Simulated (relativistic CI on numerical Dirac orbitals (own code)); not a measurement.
Yb3+: 4p photoemission

Computed with this model: Dirac-Coulomb-Breit CI, orbitals from a KLI potential per configuration, a model potential for QED, valence Slater integrals scaled by 0.8, multiplet model of photoemission in the sudden approximation; configurations [Xe] 4f13 → [Ar] 3d10 4s2 4p5 4d10 4f13 5s2 5p6; 300 K; Lorentzian 1.75 eV and Gaussian 0.7 eV FWHM. Energies are those of the free ion, without screening or charge transfer. The energies are binding energies and can lie tens of eV above those of solids. S is read from ⟨S²⟩ = S(S + 1).

Computed curve for free ion, scaled to 100 at the maximum (points under 2 are left out and the grid is thinned):

```csv
Energy (eV),Intensity
379.6,2.1
380.4,2.6
381.0,3.2
381.8,4.3
382.4,5.6
383.2,8.4
384.0,13.9
384.6,22.5
385.4,49.8
386.0,85.5
386.8,93.6
387.4,63.9
388.2,37.2
389.0,22.4
389.6,17.9
390.4,20.0
391.0,28.7
391.8,33.8
392.6,18.7
393.2,10.8
394.0,6.0
394.6,4.3
395.4,3.0
396.2,2.3
433.4,2.1
434.2,2.9
434.8,3.8
435.6,6.0
436.4,10.5
437.0,18.1
437.8,38.6
438.4,52.3
439.2,55.6
439.8,41.7
440.6,19.2
441.4,9.5
442.0,6.2
442.8,3.9
443.4,3.0
444.2,2.1
```

The ground state has S = 0.50, and the centroid lies at 404.75 eV.
